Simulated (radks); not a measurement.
Spherical quantum dot in the effective-mass picture: electrons in a hard-walled sphere of radius 5.46, all in effective atomic units (hartree* = m*/eps^2 hartree, bohr* = eps/m* bohr), one dielectric constant everywhere. Method: non-relativistic Kohn-Sham, PBE, spin-polarised, spherical densities; computed with a radial shooting solver with Libxc functionals. Levels are named by radial order and angular momentum (1s, 1p, 1d, 2s, ...), and open shells are averaged over m. Results are scaled to m* = 0.052 and eps = 14.7, for which hartree* = 6.548 meV and bohr* = 14.96 nm. Each electron was tried in the lowest free levels, single moves between levels near the top were tried too, and the lowest total energy was kept; such a search can miss a lower state. At N = 1 the Hartree and exchange-correlation terms need not cancel, so that row can carry a self-interaction error.

\begin{tabular}{lrrrrrrr}
N & open shells & 2S & E (meV) & mu = E(N) - E(N-1) (meV) & addition energy mu(N+1) - mu(N) (meV) & e(HOMO) (meV) & rms radius (nm) \\ \hline
1 & 1s(up 1, down 0) & 1 & 1.06707 & 1.0671 & 1.850 & 1.8059 & 43.84 \\
2 & none & 0 & 3.98461 & 2.9175 & 2.370 & 3.6402 & 46.62 \\
3 & 1p(up 1, down 0) & 1 & 9.27255 & 5.2879 & 1.455 & 6.0053 & 49.71 \\
4 & 1p(up 2, down 0) & 2 & 16.0155 & 6.7429 & 1.488 & 7.4847 & 51.46 \\
5 & 1p(up 3, down 0) & 3 & 24.2460 & 8.2306 & 1.874 & 8.9771 & 52.71 \\
6 & 1p(up 3, down 1) & 2 & 34.3508 & 10.105 & 1.408 & 10.799 & 53.74 \\
7 & 1p(up 3, down 2) & 1 & 45.8631 & 11.512 & 1.442 & 12.230 & 54.55 \\
8 & none & 0 & 58.8169 & 12.954 & 2.525 & 13.679 & 55.23 \\
9 & 1d(up 1, down 0) & 1 & 74.2954 & 15.478 & 1.413 & 16.183 & 56.01 \\
10 & 1d(up 2, down 0) & 2 & 91.1867 & 16.891 & 1.419 & 17.600 & 56.66 \\
11 & 1d(up 3, down 0) & 3 & 109.497 & 18.311 & 1.423 & 19.022 & 57.21 \\
12 & 1d(up 4, down 0) & 4 & 129.231 & 19.733 & 1.424 & 20.445 & 57.70 \\
13 & 1d(up 5, down 0) & 5 & 150.388 & 21.157 & 1.787 & 21.869 & 58.14 \\
14 & 1d(up 5, down 1) & 4 & 173.332 & 22.944 & 1.388 & 23.636 & 58.54 \\
15 & 1d(up 5, down 2) & 3 & 197.664 & 24.332 & 1.395 & 25.029 & 58.90 \\
16 & 1d(up 5, down 3) & 2 & 223.391 & 25.728 & 1.400 & 26.427 & 59.23 \\
17 & 1d(up 5, down 4) & 1 & 250.518 & 27.127 & 1.402 & 27.828 & 59.53 \\
18 & none & 0 & 279.047 & 28.529 & 2.709 & 29.230 & 59.81 \\
19 & 1f(up 1, down 0) & 1 & 310.285 & 31.238 & 1.383 & 31.929 & 60.12 \\
20 & 1f(up 2, down 0) & 2 & 342.905 & 32.620 & 1.384 & 33.312 & 60.41 \\
21 & 1f(up 3, down 0) & 3 & 376.910 & 34.005 & 1.385 & 34.697 & 60.67 \\
22 & 1f(up 4, down 0) & 4 & 412.300 & 35.390 & 1.386 & 36.083 & 60.92 \\
23 & 1f(up 5, down 0) & 5 & 449.076 & 36.776 & 1.386 & 37.469 & 61.15 \\
24 & 1f(up 6, down 0) & 6 & 487.238 & 38.162 & 1.386 & 38.855 & 61.37 \\
25 & 1f(up 7, down 0) & 7 & 526.786 & 39.548 & 1.734 & 40.241 & 61.57 \\
26 & 1f(up 7, down 1) & 6 & 568.068 & 41.282 & - & 41.966 & 61.77 \\
\end{tabular}

All shells are closed at N = 2, 8, 18 (there: 1s2 1p6 1d10); the second difference of the energy has clear peaks (12 % above both neighbours; the first and last values, which can be the largest, are not judged, and half-filled shells can peak too) at N = 2, 5, 8, 13, 18.
